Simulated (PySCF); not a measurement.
Bonds: Mg1-S2 2.302 Å, Mg1-S6 2.302 Å, S2-Mg3 2.299 Å, Mg3-S4 2.299 Å, S4-Mg5 2.302 Å, Mg5-S6 2.302 Å.

Geometry: PBE0-D3(BJ)/def2-SVP; GIAO absolute shieldings from PySCF 2.14, gas phase, non-relativistic, averaged over equivalent atoms.

At PBE0/pcSseg-1 (120 basis functions, 12 s wall time on 1 thread of an Arm Neoverse V1, shared host):
| atoms | σ (ppm) |
| --- | --- |
| Mg1/Mg3/Mg5 | 450.0 |
| S2/S4/S6 | 825.9 |

Estimate the result of repeating the calculation with B3LYP/pcSseg-1.

Answers


```json
{"atoms": "Mg1/Mg3/Mg5", "σ at B3LYP/pcSseg-1": "440.6", "change": "-9.4"}
{"atoms": "S2/S4/S6", "σ at B3LYP/pcSseg-1": "811.3", "change": "-14.6"}
```

The largest change is at S2/S4/S6 (sulfur bonded to 2 Mg). Cost: 120 basis functions, 12 s wall time on 1 thread of an Arm Neoverse V1, shared host.
